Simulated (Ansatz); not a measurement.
Mulliken charges of CH₅AlFNO, SMILES `C[NH][Al]([OH])[F]` from ωB97M-V/def2-TZVPP in Ansatz (PBE0-D4/def2-TZVP geometry).

```tsv
atom	x (Å)	y (Å)	z (Å)	charge (e)
C1	-0.806	0.400	1.247	-0.224
N2	-0.074	0.834	0.075	-0.318
Al3	0.730	-0.169	-1.116	0.710
O4	0.690	-1.847	-0.947	-0.399
F5	1.512	0.542	-2.383	-0.363
H6	-0.801	-0.690	1.305	0.109
H7	-0.363	0.777	2.176	0.111
H8	-1.855	0.719	1.222	0.111
H9	-0.054	1.837	-0.020	0.097
H10	1.105	-2.454	-1.556	0.165
```

Q: By hand: the dipole of these point charges (1 e Å = 4.8032 D).

A: Σ q r = (-0.258, -0.070, 0.408) e Å, of length 0.488 e Å = 2.34 D.

Q: How does the dipole of the full density compare? (An estimate is asked.)

A: The calculation gave: (-0.083, -0.025, 0.131) e Å, 0.75 D; the point charges give 3.12 times that, at 1° from its direction.

Point charges leave out the atoms' own dipoles, such as those of lone pairs, and Mulliken's split depends on the basis, so the two needn't agree.
